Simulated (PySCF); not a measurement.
Species: CH7FN2SSi.
SMILES: `CS[Si](N)(N)F`

Jobs on this species (13 atoms, 66 electrons) with PySCF (density fitting). Hardware of each: one thread, Arm Neoverse V1 (aarch64) (shared host). Other jobs ran on the host; a repeat could differ by tens of per cent or more. Peak memory is the resident size of the whole Python process, interpreter and libraries included.

```csv
level and settings,work,basis functions,SCF cycles,wall time,peak memory
"delta-SCF UKS SCAN, pcX-1 on the ionised atom, pcseg-1 elsewhere, spin-free X2C","ΔSCF core ionisation, 7 holes",149,?,?,?
"delta-SCF UKS SCAN, def2-TZVP on the ionised atom, pcseg-1 elsewhere, spin-free X2C","ΔSCF core ionisation, 7 holes",146,?,?,?
"delta-SCF UKS HF, pcX-2 on the ionised atom, pcseg-1 elsewhere, spin-free X2C","ΔSCF core ionisation, 7 holes",169,90,47 s,0.64 GiB
"delta-SCF UKS PBE0, pcX-2 on the ionised atom, pcseg-1 elsewhere, spin-free X2C","ΔSCF core ionisation, 7 holes",169,93,70 s,0.72 GiB
"delta-SCF UKS PBE, pcX-2 on the ionised atom, pcseg-1 elsewhere, spin-free X2C","ΔSCF core ionisation, 7 holes",169,106,34 s,0.61 GiB
"delta-SCF UKS SCAN, pcX-2 on the ionised atom, pcseg-1 elsewhere, non-relativistic","ΔSCF core ionisation, 7 holes",169,107,52 s,0.67 GiB
"delta-SCF UKS SCAN, pcX-2 on the ionised atom, pcseg-1 elsewhere, spin-free X2C","ΔSCF core ionisation, 7 holes",169,108,53 s,0.61 GiB
"PBE0-D3(BJ)/def2-SVP, grid level 1",geometry optimisation from a GFN2-xTB start shaken at random,127,177,4.3 min,0.52 GiB
"delta-SCF UKS B3LYP, pcX-2 on the ionised atom, pcseg-1 elsewhere, spin-free X2C","ΔSCF core ionisation, 7 holes",169,96,72 s,0.73 GiB
```

Problem. Fill in the missing figures.

Solution. 
- delta-SCF UKS SCAN, pcX-1 on the ionised atom, pcseg-1 elsewhere, spin-free X2C; ΔSCF core ionisation, 7 holes: 44 s, 0.48 GiB, 105 SCF cycles
- delta-SCF UKS SCAN, def2-TZVP on the ionised atom, pcseg-1 elsewhere, spin-free X2C; ΔSCF core ionisation, 7 holes: 48 s, 0.46 GiB, 105 SCF cycles

Problem. What do all jobs in the table cost together?

Solution. About 11 min; the longest takes about 38 % of that, and about 7.6 times as long as the shortest.
